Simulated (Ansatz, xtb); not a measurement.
## Relative energy of two isomers of C6H3NO2

We compare I, `N#Cc1ccoc1C=O`, a singlet, with II, `N#Cc1cocc1C=O`, a singlet. Both are isolated molecules in the gas phase, relaxed with PBE-D3(BJ)/def2-SVP, each in the lowest conformer that the search found.

**Question.** Estimate E(II) − E(I) at the level CCSD(T)/def2-SVP + ΔMP2/def2-TZVPP.

**Answer.** CCSD(T)/def2-SVP + ΔMP2/def2-TZVPP gives E(II) − E(I) = −0.21 kcal/mol, slightly favouring structure II, which is too small a margin to settle the true order.

Level by level:

| level | geometry | E(II) − E(I) (kcal/mol) | departure from the last row (kcal/mol) | job, with rough time for the two |
| --- | --- | --- | --- | --- |
| GFN2-xTB | GFN2-xTB | −0.20 | +0.01 | optimisation, 0.39 s |
| HF/STO-3G | GFN2-xTB | −0.05 | +0.16 | single point, 2 s |
| r2SCAN-D4/def2-SVP | GFN2-xTB | +1.47 | +1.68 | single point, 12 s |
| PBE-D3(BJ)/def2-SVP | PBE-D3(BJ)/def2-SVP | +1.38 | +1.59 | optimisation, 66 s |
| HF/def2-SVP | PBE-D3(BJ)/def2-SVP | −2.17 | −1.96 | part of the CCSD(T) run |
| MP2/def2-SVP | PBE-D3(BJ)/def2-SVP | +0.99 | +1.19 | part of the CCSD(T) run |
| CCSD(T)/def2-SVP | PBE-D3(BJ)/def2-SVP | −0.22 | −0.01 | single point |
| CCSD(T)/def2-SVP + ΔMP2/def2-TZVPP | PBE-D3(BJ)/def2-SVP | −0.21 |  | single point, 4.1 min |

As drawn, both hold the same kinds of bond in the same numbers.

The largest departure from CCSD(T)/def2-SVP + ΔMP2/def2-TZVPP is that of HF/def2-SVP, 1.96 kcal/mol. The last row adds to CCSD(T) the change of the MP2 difference between the two basis sets, here +0.01 kcal/mol.

With thermal terms from frequencies at re-optimised GFN2-xTB minima (ideal gas, soft modes damped towards free rotors, one conformer each, 298.15 K, 1 atm): on the last row, ΔE + ΔZPE = −0.17, ΔH = −0.16, ΔG = −0.24 kcal/mol.

The correlated steps freeze 9 core orbitals. Run with Ansatz 0.2.0, xtb 6.7.1; the last row on 2 threads of Intel(R) Xeon(R) Processor @ 2.50GHz (Skylake/Cascade Lake) on a shared host.
